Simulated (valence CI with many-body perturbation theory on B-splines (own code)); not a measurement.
Results of a calculation; reference values are marked as such.
Basis-set convergence for As XXI

Level of theory: configuration interaction combined with many-body perturbation theory (CI+MBPT): three valence electrons over a frozen Dirac-Fock core [Ne], a basis of 9 s, 9 p, 8 d, 6 f, 3 g, 1 h functions for each j, with the one-electron correlation potential Σ1 (screened to all orders), the two-electron term Σ2, the three-electron term Σ3, Breit, model QED; selected single and double excitations, second order for the rest, scaled by the run's own slope (own B-spline code, finite nucleus).

No measured levels were compared; by estimate levels of excited configurations hold to 0.05 to 0.15 % of their energy, terms of the ground configuration to about 0.5 %.

The reference run has the lowest level 3s2.3p 2P°_1/2 and an ionisation energy of 819.951 eV. Its largest variational space holds 8606 state functions.

Names give the largest LS component (configuration and term), which can be under half, so a name can repeat, a term be missing and a line seem to break the LS rules; names also repeat where a configuration has a term twice.

Changed runs:
A. basis 6 s, 6 p, 5 d, 3 f, 1 g
B. basis 5 s, 5 p, 4 d, 2 f

Excitation energies of the reference run in cm⁻¹, and shifts in cm⁻¹:

| Level | Reference | A | B |
| --- | --- | --- | --- |
| 3s2.3p 2P°_3/2 | 63585 | -4.7 | -9.5 |
| 3s.3p2 4P_1/2 | 351873 | -99 | -313 |
| 3s.3p2 4P_3/2 | 383128 | -115 | -359 |
| 3s.3p2 4P_5/2 | 410059 | -97 | -303 |
| 3s.3p2 2D_3/2 | 483408 | +34 | +104 |
| 3s.3p2 2D_5/2 | 499461 | +15 | +43 |
| 3s.3p2 2P_1/2 | 561142 | +151 | +470 |
| 3s.3p2 2S_1/2 | 624639 | +161 | +499 |
| 3s.3p2 2P_3/2 | 636386 | +119 | +390 |
| 3s2.3d 2D_3/2 | 720499 | +300 | +963 |
| 3s2.3d 2D_5/2 | 729072 | +299 | +952 |
| 3p3 2D°_3/2 | 895583 | -24 | -126 |
| Ionisation energy (eV) | 819.951 | -0.015 | -0.045 |
